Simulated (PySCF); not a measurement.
Compound: CH₃NOSi.
Cartesian coordinates in Å at the GFN2-xTB level; atoms count from 1:
```xyz
7
CH3NOSi angstrom
N      2.5147   -0.5907    0.2575
C      1.4536   -0.1804    0.1242
Si    -0.2833    0.4956   -0.0768
O     -1.3172   -0.7080   -0.3981
H     -0.3424    1.3079   -1.2792
H     -0.5803    1.1570    1.1934
H     -1.4417   -1.4764    0.1519
```

Level of theory: TDDFT PBE0/def2-SVPD, vertical, gas phase, core orbitals frozen in the response (PySCF).

Ground-to-excited transition dipoles (e·a0, same axes as the geometry; the sign carries no meaning), for the states with f of 0.002 or more among the lowest 8:

```tsv
state	E (eV)	μx	μy	μz
S2	7.191	-0.110	0.127	0.016
S3	7.415	-0.151	-0.124	-0.047
S6	8.058	-0.137	0.119	-0.077
S7	8.400	0.488	-0.050	-0.059
S8	8.540	0.393	-0.374	-0.019
```

Task: What oscillator strength does each state have?

Result: f = (2/3) ΔE |μ|² with ΔE in hartree (27.2114 eV).

| state | \|μ\|² (au) | \|μ\| (D) | f |
| --- | --- | --- | --- |
| S2 | 0.028 | 0.43 | 0.005 |
| S3 | 0.040 | 0.51 | 0.007 |
| S6 | 0.039 | 0.50 | 0.008 |
| S7 | 0.244 | 1.26 | 0.050 |
| S8 | 0.295 | 1.38 | 0.062 |

Task: Which bond between heavy atoms lies closest to the direction of the S8 transition dipole?

Result: C2–Si3 and N1–C2, at 24° from it; next Si3–O4 at 87°.

Task: What angle do the transition dipoles of S7 and S8 make?

Result: |cos θ| = |μa·μb| / (|μa| |μb|) = 0.79, so θ ≈ 38° (taken between 0 and 90°, since the signs are arbitrary).

Task: How is the summed strength of these states shared among x, y and z?

Result: (2/3) Σ ΔE μα² gives 0.091 for x, 0.038 for y and 0.002 for z, 0.132 in all.

Task: What peak molar absorption coefficient would the strongest computed level give as a lone Gaussian band 0.4 eV wide at half height?

Result: ε(max) = 2.175×10⁸ f / FWHM, with the width in cm⁻¹. S8: 2.175×10⁸ × 0.0617 / 3226 ≈ 4200 L mol⁻¹ cm⁻¹.

One conformer stands for the species.
